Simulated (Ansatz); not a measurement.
## Ansatz (development build ahead of 0.2.0) run

```yaml
crystal:
  periodic: [false, false, false]
  atoms:
    - { symbol: Li, position_ang: [1.05666, 0.99056, -1.15814] }
    - { symbol: F, position_ang: [1.72564, -0.91835, 0.50946] }
    - { symbol: F, position_ang: [-0.12956, -0.28552, -1.51484] }
    - { symbol: Li, position_ang: [-0.55826, -1.69385, -0.51716] }
    - { symbol: F, position_ang: [0.24978, 1.47655, 0.35029] }
    - { symbol: Li, position_ang: [-0.09081, 0.47872, 1.78239] }
    - { symbol: Li, position_ang: [-1.18682, 0.62681, -0.35828] }
    - { symbol: F, position_ang: [-1.05988, -0.70092, 0.87024] }
basis:
  gaussian: { orbitals: def2-SVP }
total_charge: 1
magnetization:
  spin_polarized: true
  initial_magnetization: 1
hamiltonian:
  xc: hf
output:
  forces: true
```

The input is written out in the form of the current development build from the run's settings.

Results

```json
{
  "Converged": "yes",
  "Total energy": "-427.39754 hartree",
  "Spin squared of the determinant": "0.753",
  "Stability test": "minimum"
}
```

Forces (eV/Å):
```json
{"atom": "Li1", "Fx": "-0.013", "Fy": "0.001", "Fz": "0.001"}
{"atom": "F2", "Fx": "0.094", "Fy": "-0.050", "Fz": "0.028"}
{"atom": "F3", "Fx": "0.008", "Fy": "-0.010", "Fz": "-0.024"}
{"atom": "Li4", "Fx": "-0.008", "Fy": "0.011", "Fz": "-0.001"}
{"atom": "F5", "Fx": "0.015", "Fy": "0.021", "Fz": "0.009"}
{"atom": "Li6", "Fx": "-0.009", "Fy": "0.003", "Fz": "-0.009"}
{"atom": "Li7", "Fx": "-0.079", "Fy": "0.041", "Fz": "-0.023"}
{"atom": "F8", "Fx": "-0.009", "Fy": "-0.018", "Fz": "0.019"}
```

Caution: the charge can sit on one fragment and break the point group.
